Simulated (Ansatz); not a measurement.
C$_{2}$H$_{8}$ClNOSi$_{2}$ (`C=C[Si](N)(Cl)O[SiH3]`), relaxed with RKS PBE0-D4/def2-TZVP in Ansatz from a GFN2-xTB geometry. The force threshold is 0.005 eV/Å; the program also tests the step.

The species carries charge 0 and has multiplicity 1.

Start:

```xyz
15

C     0.190    1.792    1.313
C    -0.341    0.619    1.617
Si   -0.541   -0.808    0.409
N     0.200   -2.210    1.069
Cl   -2.476   -1.280    0.122
O     0.073   -0.393   -1.035
Si    0.352    0.478   -2.375
H     0.556    2.002    0.320
H     0.285    2.591    2.032
H    -0.695    0.454    2.626
H     1.185   -2.205    1.273
H    -0.098   -3.124    0.772
H    -0.555    1.625   -2.392
H     0.115   -0.438   -3.486
H     1.750    0.895   -2.266
```

Q: By how much does the energy fall, and how many steps does the optimiser take? (Best estimate.)

A: The calculation gave: 13.52 kJ/mol, in 62 steps, 4 of them rejected.

Q: Which bonds change most? (An estimate is asked.)

A: Ansatz gave: Si3–Cl5 from 2.013 to 2.063 Å; C2–Si3 from 1.880 to 1.841 Å; Si7–H14 from 1.460 to 1.487 Å; Si3–N4 from 1.717 to 1.695 Å.

Q: Give the relaxed structure. (Estimate.)

A: Ansatz gave: 
```xyz
15

C     0.307    1.790    1.766
C    -0.314    0.615    1.832
Si   -0.454   -0.526    0.394
N     0.148   -2.063    0.782
Cl   -2.424   -0.854   -0.126
O     0.256    0.214   -0.872
Si    0.286    0.241   -2.511
H     0.757    2.140    0.842
H     0.391    2.448    2.626
H    -0.751    0.305    2.779
H     1.065   -2.184    1.177
H    -0.191   -2.894    0.328
H    -0.914    0.937   -3.037
H     0.329   -1.142   -3.055
H     1.508    0.973   -2.926
```
